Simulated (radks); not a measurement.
Cs25+, 30 electrons, occupied as [Ar] 3d10 4s2. Method: scalar-relativistic Kohn-Sham, r2SCAN, spin-polarised, spherical densities, finite nucleus; meta-GGA in the generalised Kohn-Sham scheme; Fermi nuclear charge, rms radius 4.8041 fm; computed with a radial shooting solver on a logarithmic mesh with Libxc functionals.

Unscreened Slater integrals over Kohn-Sham orbitals (hartree). They are taken over the spin-up orbitals. Empty in this configuration: 4p.

\begin{tabular}{lr}
integral & value \\ \hline
F0(4s,4s) & 1.4596 \\
F0(4s,3d) & 1.8346 \\
G2(4s,3d) & 0.17074 \\
F0(4s,3p) & 1.8082 \\
G1(4s,3p) & 0.17742 \\
F0(4s,3s) & 1.8040 \\
G0(4s,3s) & 0.13401 \\
F0(4s,4p) & 1.4420 \\
G1(4s,4p) & 0.98176 \\
F0(3d,3d) & 3.4050 \\
F2(3d,3d) & 1.7236 \\
F4(3d,3d) & 1.1061 \\
F0(3d,3p) & 3.2072 \\
F2(3d,3p) & 1.5512 \\
G1(3d,3p) & 1.7337 \\
G3(3d,3p) & 1.1322 \\
F0(3d,3s) & 3.1845 \\
G2(3d,3s) & 1.3195 \\
F0(3d,4p) & 1.8080 \\
F2(3d,4p) & 0.51091 \\
G1(3d,4p) & 0.16779 \\
G3(3d,4p) & 0.16828 \\
F0(3p,3p) & 3.0890 \\
F2(3p,3p) & 1.5571 \\
F0(3p,3s) & 3.0672 \\
G1(3p,3s) & 2.0110 \\
F0(3p,4p) & 1.7817 \\
F2(3p,4p) & 0.54279 \\
G0(3p,4p) & 0.14577 \\
G2(3p,4p) & 0.17668 \\
F0(3s,3s) & 3.0518 \\
F0(3s,4p) & 1.7758 \\
G1(3s,4p) & 0.15440 \\
F0(4p,4p) & 1.4258 \\
F2(4p,4p) & 0.74969 \\
\end{tabular}
